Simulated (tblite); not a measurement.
Species: C₆H₇N.
Atom-mapped SMILES: `[CH2:1]=[CH:2][C:3]1=[CH:4][C@@H:5]1[N:6]=[CH2:7]` (hydrogens: H8, H9 on C1; H10 on C2; H11 on C4; H12 on C5; H13, H14 on C7)

Computed with GFN2-xTB (tblite), gas phase: Langevin dynamics at 400 K from the optimised GFN2-xTB geometry, time step 0.5 fs, friction 0.01 fs⁻¹, 2000 steps.

Start geometry:
```
atom  x, y, z in Å
C1      1.970    0.257    1.319
C2      1.809    0.659    0.060
C3      0.691    0.283   -0.731
C4     -0.036    0.327   -1.814
C5     -0.558   -0.568   -0.723
N6     -1.646   -0.108    0.033
C7     -2.452   -0.913    0.559
H8      1.244   -0.379    1.796
H9      2.819    0.557    1.908
H10     2.534    1.305   -0.421
H11    -0.255    0.703   -2.782
H12    -0.467   -1.657   -0.834
H13    -2.384   -2.004    0.470
H14    -3.271   -0.517    1.139
```

The statistics below take the 31 frames saved every 25 fs from 250 to 1000 fs; their kinetic temperature (all 3N coordinates) averages 384 K.

Q: Give the mean, spread and extremes of the bond lengths.

A: 
```tsv
bond	start (Å)	mean (Å)	standard deviation (Å)	shortest (Å)	longest (Å)
C1=C2	1.331	1.331	0.020	1.283	1.364
C2–C3	1.420	1.430	0.030	1.366	1.517
C3=C4	1.306	1.310	0.025	1.266	1.356
C4–C5	1.506	1.513	0.047	1.403	1.618
C5–N6	1.402	1.412	0.042	1.342	1.500
N6=C7	1.255	1.258	0.022	1.215	1.304
C3–C5	1.512	1.522	0.036	1.453	1.603
C1–H8	1.077	1.083	0.026	1.047	1.166
C1–H9	1.076	1.084	0.025	1.031	1.126
C2–H10	1.083	1.091	0.035	1.033	1.169
C4–H11	1.061	1.064	0.020	1.025	1.106
C5–H12	1.099	1.098	0.031	1.048	1.180
C7–H13	1.097	1.095	0.031	1.048	1.170
C7–H14	1.079	1.085	0.028	1.029	1.150
```

Q: Give the same statistics for bond angles, one of each kind among heavy atoms.

A: 
```
   angle  start (°)  mean (°)  standard deviation (°)  smallest (°)  largest (°)
C1–C2–C3      122.8     122.5                     3.3         117.0        129.5
C2–C3–C4      153.1     152.6                     5.8         141.7        167.3
C2–C3–C5      142.8     142.0                     5.4         132.5        156.5
C4–C3–C5       64.1      64.1                     2.4          59.8         68.6
C3–C4–C5       64.6      64.8                     2.3          60.7         70.4
C4–C5–N6      117.7     117.1                     5.1         106.8        126.5
C3–C5–C4       51.3      51.1                     1.5          48.3         54.1
C3–C5–N6      117.3     116.7                     4.2         105.5        124.9
C5–N6–C7      120.9     121.1                     4.4         109.8        129.3
```

Q: How far does each atom move about its mean position (frames aligned on the start, all atoms weighted alike), and what rms force does it feel?

A: 
```
atom  rms displacement (Å)  rms force (eV/Å)
  C1                  0.16              1.91
  C2                  0.15              1.86
  C3                  0.13              2.45
  C4                  0.11              2.02
  C5                  0.14              2.29
  N6                  0.18              1.92
  C7                  0.14              2.11
  H8                  0.43              0.92
  H9                  0.23              0.92
 H10                  0.40              1.15
 H11                  0.25              0.82
 H12                  0.21              1.05
 H13                  0.33              1.04
 H14                  0.26              1.04
```

The displacements run from 0.11 to 0.43 Å, the largest at H8.

Q: Follow the torsions C1–C2–C3–C4 and C4–C5–N6–C7 through every second one of these frames.

A: 
```
t (fs)  C1–C2–C3–C4 (°)  C4–C5–N6–C7 (°)
   250             -141              178
   300             -163              160
   350             -173              140
   400             -168              147
   450              153              161
   500              171              158
   550             -166              170
   600              171              151
   650             -160              136
   700             -162              133
   750             -167              158
   800              169             -178
   850              148              169
   900              163              139
   950              132              150
  1000              173              160
```

Largest departure from the start value over all these frames: C1–C2–C3–C4 44° (start 175°), C4–C5–N6–C7 33° (start 152°).

Q: How widely does the potential energy scatter, against a harmonic estimate?

A: Mean 0.61 eV above the start, standard deviation 0.109 eV, range 0.41 to 0.91 eV. For 36 classical harmonic modes at 400 K the canonical values are 36kT/2 = 0.62 eV and kT·√(36/2) = 0.146 eV.

The run is classical and short, so these are rough statistics of one trajectory.

The cost below is that of the whole dynamics run. The run took 7.5 s on an Arm Neoverse V2 with one thread (shared host), and the process peaked at 0.18 GiB of memory.
